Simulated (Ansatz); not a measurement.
System: sum formula AlN2OH5, charge 0, multiplicity 1. SMILES: [NH2][Al]([NH2])[OH]
Coordinates optimised at B3LYP-D3(BJ)/def2-TZVP (Ansatz, a program for electronic structure):
```xyz
9

N     -0.9940    -1.4094    -0.3338
Al    -0.0093     0.0189    -0.0026
N      1.6762    -0.1286     0.5227
O     -0.7643     1.5293    -0.2147
H     -0.6904    -2.3656    -0.2541
H     -1.9545    -1.3686    -0.6339
H      2.1619    -1.0003     0.6607
H      2.2899     0.6430     0.7272
H     -0.3467     2.3773    -0.0703
```
Charge 0, spin multiplicity 1.

Parts of the frozen-core correlation energy in 6-31G (Ansatz, hartree). Frozen orbitals: 8; correlated occupied orbitals by spin: 12 and 12; virtual: 30 and 30. Spin-orbit coupling is left out. Non-relativistic.

```tsv
term	value
reference (HF)	-428.62098
MP2 opposite-spin	___
MP2 same-spin	-0.09049
CCSD correlation	___
(T)	___
T1 diagnostic	0.014
largest doubles amplitude	0.038
```

Problem. Some entries are withheld; supply them.

Solution. 
- MP2 opposite-spin, value: -0.28579
- CCSD correlation, value: -0.39737
- (T), value: -0.00632
